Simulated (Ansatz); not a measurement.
```xyz
12

C    -0.093    0.593    2.014
Al   -0.007    0.051    0.161
C     1.707   -0.484   -0.614
C    -1.636    0.036   -0.922
H    -1.006    0.904    2.522
H     0.765    0.627    2.685
H     1.670   -1.520   -0.972
H     1.955    0.129   -1.487
H     2.539   -0.409    0.091
H    -1.864   -0.978   -1.271
H    -1.518    0.647   -1.823
H    -2.512    0.403   -0.383
```

Charge 0, multiplicity 2.

**Question.** List the ωB97M-V/def2-TZVPP orbital energies in eV (the Gaussian-basis code of Ansatz). (Best estimate.)

**Answer.** Ansatz gave: α occupied: -1531.10, -281.36, -280.32, -280.32, -115.75, -75.45, -75.22, -75.21, -21.62, -21.26, -21.02, -13.88, -13.41, -13.30, -13.30, -13.03, -12.99, -10.53, -9.83, -8.96. α empty: 1.66, 1.71, 2.90, 3.00, 3.96, 4.34, 4.46, 5.19. β occupied: -1531.09, -281.06, -280.33, -280.33, -115.75, -75.42, -75.22, -75.21, -21.56, -21.25, -20.11, -13.58, -13.38, -13.28, -13.12, -13.02, -12.95, -10.22, -9.83. β empty: -0.78, 1.60, 2.31, 2.85, 2.97, 3.97, 4.38, 4.55. ⟨S²⟩ = 0.753.
